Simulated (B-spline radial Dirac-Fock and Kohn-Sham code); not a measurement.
Dipole and non-dipole photoemission parameters of Co⁵⁺ 2p3/2

System: the Co⁵⁺ ion in the configuration [Ar] 3d4; threshold 888.9 eV (orbital energy of the model). These are calculated numbers from an atomic code on a B-spline grid; the model is Dirac-Hartree-Slater photoionisation with a Latter tail; cross sections with all multipoles, angular parameters from the dipole term and its interference with E2.

```
hν (eV)  σ (kb)      β      γ      δ
 1253.6     272  1.436  0.074  0.020
   1300     247  1.447  0.104  0.021
   1480     174  1.469  0.207  0.024
   1700       ?      ?      ?      ?
   2680    31.8  1.372  0.668  0.047
   2830    27.0  1.354  0.707  0.050
 2984.4    23.0  1.336  0.745  0.053
   3420    15.2  1.284  0.840  0.062
   4000    9.32  1.220  0.946  0.075
   4840    5.08  1.133  1.066  0.094
 5414.7    3.53  1.080  1.131  0.107
   6460    1.98  0.993  1.228  0.131
   6820    1.66  0.966  1.256  0.139
 8047.8   0.951  0.882  1.339  0.166
  11100   0.316  0.721  1.478  0.230
  12000   0.241  0.682  1.508  0.247
```

Problem. Give the values at 1700 eV.

Solution. σ = 119 kb, β = 1.468, γ = 0.318, δ = 0.028.
